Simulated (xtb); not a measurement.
C2H6OSe, SMILES CO[Se]C. All values are semi-empirical tight-binding results from xtb (GFN2-xTB unless named), good for trends rather than for accurate numbers. Coordinates come from a GFN2-xTB optimisation. One conformer was computed; it need not be the lowest.

Optimised geometry:

```xyz
10

Se    -0.3185    -0.1761     0.5906
C     -1.1904     1.3935    -0.1908
H     -2.0887     1.5830     0.3884
H     -1.4522     1.1988    -1.2282
H     -0.5091     2.2365    -0.1184
O      1.2551    -0.0938    -0.3241
C      1.3166    -0.6882    -1.5964
H      0.6395    -0.2065    -2.3085
H      2.3440    -0.5474    -1.9354
H      1.0966    -1.7589    -1.5619
```
Charge 0, spin multiplicity 1.

The orbital gap comes out as 3.58 eV, the zero-point energy comes out as 47.7 kcal/mol and the G − E(el) at 298.15 K (modified RRHO) is 28.2 kcal/mol. The static polarisability (D4 model) is 59.9 bohr³ and the solvation energy, GFN2-xTB/ALPB(water) is -1.7 kcal/mol. The solvation energy, GFN2-xTB/ALPB(acetonitrile) comes out as -4.2 kcal/mol.

Computed atomic charges and the Wiberg bond orders between heavy atoms:
charges (e) Se1 0.01, C2 -0.09, H3 0.06, H4 0.06, H5 0.07, O6 -0.30, C7 0.05, H8 0.03, H9 0.06, H10 0.04. Bond orders Se1–C2 1.05, Se1–O6 1.19, O6–C7 1.00.
